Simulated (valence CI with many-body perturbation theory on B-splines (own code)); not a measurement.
**Valence orbitals of Bi¹²⁺**

Level of theory: relativistic CI+MBPT: three valence electrons over a frozen Dirac-Fock core [Xe] 4f14, radial functions for each j: 7 s, 7 p, 8 d, 6 f, 4 g, 1 h, with the one-electron correlation potential Σ1 (screened to all orders), the two-electron term Σ2, the three-electron term Σ3, Breit, model QED; selected single and double excitations, second order for the rest, scaled by the run's own slope (own B-spline code, finite nucleus).

No measured spectrum was set against this ion. As an estimate, terms of the open shell hold to 2 to 4 % of their energy, and close levels can change places. Excitations out of the core, of the other parity, are not computed and may begin above about 53.5 eV (a cautious bound); beyond it only levels of the ground parity were kept, without lifetimes.

These are the spectroscopic orbitals of the CI (the correlating ones are not listed), shaped by the core and the other valence electrons. h is the expectation value of the core's Dirac-Fock operator, without the valence repulsion; Σ1 is computed up to l = 3 at one energy for each symmetry, that of its lowest orbital but kept below the first core excitation, so for empty shells it is not the orbital's own correlation shift; Breit and QED include the response of the core.

```
Orbital  h (hartree)  Σ1 (cm⁻¹)  Breit (cm⁻¹)  QED (cm⁻¹)  ⟨r⟩ (bohr)
  6s1/2      -7.7763     -12912           881         869       1.550
  7s1/2       -4.792      -4239           396         383       2.541
  8s1/2      -3.2705      -2100           221         215       3.733
  6p1/2      -7.0724     -10592          1292        23.6       1.666
  7p1/2      -4.4479      -4015           644        12.2       2.680
  8p1/2      -3.0712      -2048           362         7.1       3.925
  6p3/2      -6.7119      -8431           626        81.6       1.764
  7p3/2      -4.2693      -3390           323        42.1       2.798
  8p3/2      -2.9687      -1772           211        24.4       4.065
  5d3/2      -10.039     -16349           983        -258       1.026
  6d3/2      -5.6206      -5523           382       -63.4       1.989
  7d3/2      -3.7017      -2602           203       -31.9       3.124
  5d5/2      -9.8694     -15347           373        -162       1.047
  6d5/2      -5.5531      -5422           187       -34.0       2.016
  7d5/2      -3.6663      -2579           105       -16.7       3.156
  5f5/2      -6.8041     -19660          -146        -122       1.360
  6f5/2      -4.2972      -6036         -36.1       -50.6       2.456
  5f7/2      -6.7787     -18023          -314        -102       1.368
  6f7/2      -4.2828      -5674          -116       -41.2       2.466
  5g7/2      -4.6033                    -73.7       -17.6       1.942
  5g9/2      -4.6052                    -82.7       -16.7       1.941
```

Among the shells of the start configuration 5d3, Σ1 is largest in size for 5d3/2, where it is 0.74 % of h.

Lowest root of each symmetry, sizes in configuration state functions:

```tsv
J	Parity	Roots	Reference	Variational	Second order	Change by selected CI (cm⁻¹)	Change by second order (cm⁻¹)
1/2	even	11	67	5786	12031	-2460	-1
3/2	even	18	115	9495	23567	-2123	-1
5/2	even	18	133	11364	29617	-1573	-1
7/2	even	14	117	10848	29947	-1944	-1
9/2	even	11	93	9340	26364	-2306	-2
11/2	even	4	57	6591	20030	-2633	-2
13/2	even	1	31	4130	9526	-3012	-2
1/2	odd	15	85	6702	12369	-3610	-1
3/2	odd	25	144	11643	22214	-2283	-1
5/2	odd	28	160	13949	27833	-2047	-1
7/2	odd	26	141	14045	28450	-1860	-1
9/2	odd	19	98	11575	24495	-2545	-1
11/2	odd	12	57	8574	21358	-2366	-1
13/2	odd	6	25	5537	15216	-2096	-1
15/2	odd	3	9	3188	9161	-2568	-1
```
